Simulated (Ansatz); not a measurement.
How methods differ on InH3F− ([InFH3]-)

InH3F− has 5 atoms, charge -1, and is taken as a singlet. As SMILES, `[H][In-]([H])([H])[F]`. Geometry: a GFN2-xTB relaxation, a rough one for these elements and not checked as a minimum.

```xyz
5

In    0.0017    0.0031   -0.1344
F     0.0095   -0.0193    1.8835
H     1.6439    0.0097   -0.5932
H    -0.8322    1.4253   -0.5650
H    -0.8229   -1.4189   -0.5910
```

Quantity: the energy change with the In1–H5 bond stretched from 1.706 to 2.133 Å, in eV. The values are calculated.

| level | kind | program | value (eV) | less FCI/STO-3G | CPU time (all runs) |
| --- | --- | --- | --- | --- | --- |
| SVWN5/STO-3G (restricted) | LDA | Ansatz | 1.11 | +0.20 | 2.5 s |
| PBE/STO-3G (restricted) | GGA | Ansatz | 0.96 | +0.05 | 3.6 s |
| PBE0/STO-3G (restricted) | global hybrid | Ansatz | 1.04 | +0.13 | 3.5 s |
| r2SCAN0/STO-3G (restricted) | hybrid meta-GGA | Ansatz | 1.08 | +0.17 | 8.4 s |
| wB97M-V/STO-3G (restricted) | range-separated hybrid | Ansatz | 1.09 | +0.18 | 44 s |
| B2PLYP/STO-3G (restricted) | double hybrid | Ansatz | 1.04 | +0.13 | 5.2 s |
| MP2/STO-3G (restricted) | perturbation theory | Ansatz | 1.02 | +0.11 | 0.96 s |
| CCSDTQ/STO-3G (restricted) | coupled cluster or CI | Ansatz | 0.91 | 0.00 | 35 s |
| FCI/STO-3G | exact in the basis | Ansatz | 0.91 | 0.00 | 23 s |

FCI/STO-3G is exact within its basis and frozen core, so for wave-function methods in that basis the difference is their error; functionals converge differently with the basis, so for them it is only a difference. All-electron rows without a relativistic Hamiltonian named are non-relativistic. Sets without diffuse functions describe the anion poorly. The first shape isn't each level's own minimum. The values span 0.91 to 1.11 eV. All rows use very small basis sets, so even the best lies far from the true value. In the correlated wave-function rows the outer d shell of In is correlated, in sets not made for it. Times are those of the runs behind each value, whatever else they computed, on shared processors of several kinds: orders of magnitude only.
